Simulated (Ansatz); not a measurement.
Computed with Ansatz on PBE0-D4/def2-TZVP structures; ΔE is electronic, products minus reactants. CCSD(T)/CBS adds triple-zeta CCSD(T) − MP2 to the extrapolated MP2 energy (def2 sets, frozen cores). This one scheme is used for every species. DFT in def2-TZVPP. B3LYP here is the variant with VWN-RPA as its local correlation; programs differ in this. For Se outer-core shells are correlated without core-valence functions, which leaves a few kJ/mol of doubt a bond. Scalar relativity is left out up to krypton. One conformer a species, not always the lowest.

Reaction (formal exchange of groups at the Se–Al bond): `C[Se][AlH][F]` + CH₃OH → `C[Se]CO` + `[F][AlH2]`

```csv
level,ΔE (kcal/mol)
B3LYP-D4,33.1
B3LYP,33.6
```

Q: What does CCSD(T)/CBS give? (Best estimate.)

A: Ansatz gave: +34.2 kcal/mol. The listed levels differ from it by -1.1, -0.6 kcal/mol.

Largest T1 diagnostic among the species: 0.012.

In def2-TZVPP, CCSD(T) changes the Hartree–Fock value by −2.8 kcal/mol (the triples alone add −0.5 kcal/mol) and MP2 by −2.6 kcal/mol. From PBE to PBE0 (25 % exact exchange), in def2-TZVPP and without D4, ΔE moves by +1.5 kcal/mol.
